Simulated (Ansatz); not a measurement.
Coupled-cluster diagnostics for Ge(eta1-allyl)2H2 (C₆H₁₂Ge), Ansatz.

Geometry of the singlet (PBE-D4/def2-SVP):

```xyz
19

Ge   -0.298   -0.136   -0.213
C     0.057   -0.634    1.684
C    -1.040   -1.486    2.234
C    -0.976   -2.815    2.446
H     0.159    0.318    2.247
H     1.037   -1.156    1.713
H    -1.994   -0.965    2.445
H    -0.053   -3.386    2.250
H    -1.842   -3.378    2.826
C     1.074    1.151   -0.874
C     0.901    1.422   -2.334
C     0.384    2.544   -2.871
H     2.064    0.697   -0.656
H     0.980    2.077   -0.270
H     1.198    0.602   -3.014
H     0.065    3.392   -2.241
H     0.259    2.654   -3.959
H    -1.703    0.522   -0.327
H    -0.273   -1.422   -1.086
```

Correlated methods freeze 15 core orbitals; core or outer-core shells of Ge are correlated, in sets that lack core-valence functions.

Task: Estimate the CCSD(T) correlation energy, the shares of MP2 and (T), T1 and the reference's ⟨S²⟩ for: charge 0, singlet, own geometry in def2-SVP; and the rough time on 4 threads of Arm Neoverse V2 on a shared host.

Result: 
```
                          state     basis  correlation (eV)  MP2 share (%)  (T) share (%)     T1  ⟨S²⟩ (pure)  wall time                  remarks
charge 0, singlet, own geometry  def2-SVP           -31.907           90.2            3.4  0.010  0.00 (0.00)       96 s  restricted SCF unstable
```
Customary marks for T1 are 0.02 (closed shells), 0.045 (open shells) and about 0.05 (3d metals). T1 stays under 0.02 throughout.
